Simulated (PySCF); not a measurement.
HCl3HfO, charge -1, sextet, at a GFN2-xTB geometry of the parent state (such geometries of metal compounds can be far from the true shape) (the multiplicity is a formal guess) (core potentials on Hf); DF-SVWN5/def2-SV(P) in PySCF.

Here is a job for PySCF.
```python
from pyscf import gto, scf, dft

mol = gto.Mole()
mol.atom = '''
    Hf   -0.137284    0.098940    0.029640
    Cl    1.936572    0.720506   -0.744150
    Cl    0.442319   -0.229020    2.229455
    Cl   -0.797900   -1.351164   -1.667728
    O    -1.819359    0.899210    0.155111
    H    -2.437542    0.297175   -0.273769
'''
mol.basis = 'def2-sv(p)'
mol.ecp = {'Hf': 'def2-sv(p)'}
mol.charge = -1
mol.spin = 5
mol.verbose = 4
mol.build()

mf = dft.UKS(mol)
mf.xc = 'lda,vwn'
mf = mf.density_fit(auxbasis='def2-universal-jkfit')
mf.kernel()
```

It wrote (shortened):

```
PySCF version 2.14.0

[INPUT] verbose = 4
[INPUT] num. atoms = 6
[INPUT] num. electrons = 73
[INPUT] charge = -1
[INPUT] spin (= nelec alpha-beta = 2S) = 5
[INPUT] symmetry False subgroup None
[INPUT] Mole.unit = angstrom
[INPUT] Symbol           X                Y                Z      unit          X                Y                Z       unit  Magmom
[INPUT]  1 Hf    -0.137284000000   0.098940000000   0.029640000000 AA   -0.259429161285   0.186969502764   0.056011482332 Bohr   0.0
[INPUT]  2 Cl     1.936572000000   0.720506000000  -0.744150000000 AA    3.659590700501   1.361559011106  -1.406239695595 Bohr   0.0
[INPUT]  3 Cl     0.442319000000  -0.229020000000   2.229455000000 AA    0.835861769691  -0.432785077048   4.213059357042 Bohr   0.0
[INPUT]  4 Cl    -0.797900000000  -1.351164000000  -1.667728000000 AA   -1.507812474790  -2.553329909372  -3.151549170269 Bohr   0.0
[INPUT]  5 O     -1.819359000000   0.899210000000   0.155111000000 AA   -3.438090232263   1.699260628470   0.293117308907 Bohr   0.0
[INPUT]  6 H     -2.437542000000   0.297175000000  -0.273769000000 AA   -4.606286797125   0.561579361068  -0.517348431396 Bohr   0.0

nuclear repulsion = 369.668871368567
number of shells = 43
number of NR pGTOs = 186
number of NR cGTOs = 95
basis = def2-sv(p)
ecp = {'Hf': 'def2-sv(p)'}

******** <class 'pyscf.df.df_jk.DFUKS'> ********
method = DFUKS
initial guess = minao
damping factor = 0
level_shift factor = 0
DIIS = <class 'pyscf.scf.diis.CDIIS'>
diis_start_cycle = 1
diis_space = 8
diis_damp = 0
SCF conv_tol = 1e-09
SCF conv_tol_grad = None
SCF max_cycles = 50
direct_scf = False
number electrons alpha = 39  beta = 34
XC library pyscf.dft.libxc version 7.1.2
    S. Lehtola, C. Steigemann, M. J. T. Oliveira, and M. A. L. Marques,  SoftwareX 7, 1–5 (2018)
XC functionals = lda,vwn
    P. A. M. Dirac,  Math. Proc. Cambridge Philos. Soc. 26, 376 (1930)
    F. Bloch,  Z. Phys. 57, 545 (1929)
    S. H. Vosko, L. Wilk, and M. Nusair,  Can. J. Phys. 58, 1200 (1980)
radial grids:
    Treutler-Ahlrichs [JCP 102, 346 (1995); DOI:10.1063/1.469408] (M4) radial grids

becke partition: Becke, JCP 88, 2547 (1988); DOI:10.1063/1.454033
pruning grids: <function nwchem_prune>
grids dens level: 3
symmetrized grids: False
atomic radii adjust function: <function treutler_atomic_radii_adjust>
small_rho_cutoff = 0
Set gradient conv threshold to 3.16228e-05
tot grids = 104328
init E= -1486.73144559429

cycle= 1 E= -1497.11813662127  delta_E= -10.4  |g|= 1.59  |ddm|= 5.68

cycle= 2 E= -1488.10188215513  delta_E= 9.02  |g|= 3.43  |ddm|= 11.5

cycle= 3 E= -1496.88694650177  delta_E= -8.79  |g|= 1.61  |ddm|= 9.82

cycle= 4 E= -1498.00530917004  delta_E= -1.12  |g|= 1.01  |ddm|= 4.87

cycle= 5 E= -1498.27138052477  delta_E= -0.266  |g|= 0.66  |ddm|= 3.27

cycle= 6 E= -1497.77679555333  delta_E= 0.495  |g|=  0.9  |ddm|= 3.38

cycle= 7 E= -1498.3794559999  delta_E= -0.603  |g|= 0.511  |ddm|= 2.77

cycle= 8 E= -1498.22660403534  delta_E= 0.153  |g|= 0.657  |ddm|= 2.71

cycle= 9 E= -1498.41740558991  delta_E= -0.191  |g|= 0.481  |ddm|= 2.29

cycle= 10 E= -1498.60537806068  delta_E= -0.188  |g|= 0.265  |ddm|= 1.76

cycle= 11 E= -1498.62891987826  delta_E= -0.0235  |g|= 0.197  |ddm|= 1.84

cycle= 12 E= -1498.60642454509  delta_E= 0.0225  |g|= 0.266  |ddm|= 1.47

cycle= 13 E= -1498.65465158287  delta_E= -0.0482  |g|= 0.11  |ddm|= 1.02

cycle= 14 E= -1498.66261763059  delta_E= -0.00797  |g|= 0.0636  |ddm|= 0.814

cycle= 15 E= -1498.65242330049  delta_E= 0.0102  |g|= 0.119  |ddm|= 0.918

cycle= 16 E= -1498.66041322713  delta_E= -0.00799  |g|= 0.0803  |ddm|= 0.462

cycle= 17 E= -1498.64762200069  delta_E= 0.0128  |g|= 0.136  |ddm|= 0.879

cycle= 18 E= -1498.65620067417  delta_E= -0.00858  |g|= 0.0984  |ddm|= 0.151

cycle= 19 E= -1498.66221863846  delta_E= -0.00602  |g|= 0.065  |ddm|= 0.836

cycle= 20 E= -1498.6643549585  delta_E= -0.00214  |g|= 0.0461  |ddm|= 0.642

cycle= 21 E= -1498.64297049911  delta_E= 0.0214  |g|= 0.174  |ddm|= 1.05

cycle= 22 E= -1498.64258746798  delta_E= 0.000383  |g|= 0.165  |ddm|=  0.3

cycle= 23 E= -1498.65735768363  delta_E= -0.0148  |g|= 0.102  |ddm|= 0.836

cycle= 24 E= -1498.66249746308  delta_E= -0.00514  |g|= 0.065  |ddm|= 0.558

cycle= 25 E= -1498.64274838872  delta_E= 0.0197  |g|= 0.165  |ddm|= 0.999

cycle= 26 E= -1498.64304528731  delta_E= -0.000297  |g|= 0.164  |ddm|= 0.133

cycle= 27 E= -1498.63433510387  delta_E= 0.00871  |g|= 0.19  |ddm|= 0.224

cycle= 28 E= -1498.65711288632  delta_E= -0.0228  |g|= 0.0968  |ddm|= 0.949

cycle= 29 E= -1498.62754471265  delta_E= 0.0296  |g|= 0.224  |ddm|= 0.974

cycle= 30 E= -1498.64942347414  delta_E= -0.0219  |g|= 0.132  |ddm|= 0.528

cycle= 31 E= -1498.65564793862  delta_E= -0.00622  |g|=  0.1  |ddm|= 0.265

cycle= 32 E= -1498.66414069852  delta_E= -0.00849  |g|= 0.0624  |ddm|= 0.588

cycle= 33 E= -1498.661468134  delta_E= 0.00267  |g|= 0.0705  |ddm|= 0.508

cycle= 34 E= -1498.66023562561  delta_E= 0.00123  |g|= 0.079  |ddm|= 0.124

cycle= 35 E= -1498.65724038886  delta_E= 0.003  |g|= 0.103  |ddm|= 0.317

cycle= 36 E= -1498.66031843937  delta_E= -0.00308  |g|= 0.0777  |ddm|= 0.217

cycle= 37 E= -1498.66255917727  delta_E= -0.00224  |g|= 0.0619  |ddm|= 0.163

cycle= 38 E= -1498.66517026349  delta_E= -0.00261  |g|= 0.0368  |ddm|= 0.635

cycle= 39 E= -1498.65012190539  delta_E= 0.015  |g|= 0.135  |ddm|= 1.07

cycle= 40 E= -1498.66070578907  delta_E= -0.0106  |g|= 0.0754  |ddm|= 0.778

cycle= 41 E= -1498.66394486663  delta_E= -0.00324  |g|= 0.0559  |ddm|= 0.315

cycle= 42 E= -1498.64924606704  delta_E= 0.0147  |g|= 0.13  |ddm|= 0.844

cycle= 43 E= -1498.66012322462  delta_E= -0.0109  |g|= 0.0788  |ddm|= 1.08

cycle= 44 E= -1498.66513609883  delta_E= -0.00501  |g|= 0.0407  |ddm|= 0.895

cycle= 45 E= -1498.66501669233  delta_E= 0.000119  |g|= 0.0388  |ddm|= 0.352

cycle= 46 E= -1498.66427020126  delta_E= 0.000746  |g|= 0.0471  |ddm|= 0.137

cycle= 47 E= -1498.63637681401  delta_E= 0.0279  |g|= 0.184  |ddm|= 1.06

cycle= 48 E= -1498.63588031374  delta_E= 0.000497  |g|= 0.185  |ddm|= 0.0136

cycle= 49 E= -1498.63629981731  delta_E= -0.00042  |g|= 0.185  |ddm|= 0.092

cycle= 50 E= -1498.63769082477  delta_E= -0.00139  |g|= 0.175  |ddm|= 0.495
SCF not converged.
SCF energy = -1498.63769082477 after 50 cycles  <S^2> = 8.7516773  2S+1 = 6.0005591
```

The run did not converge; its last values are not results.
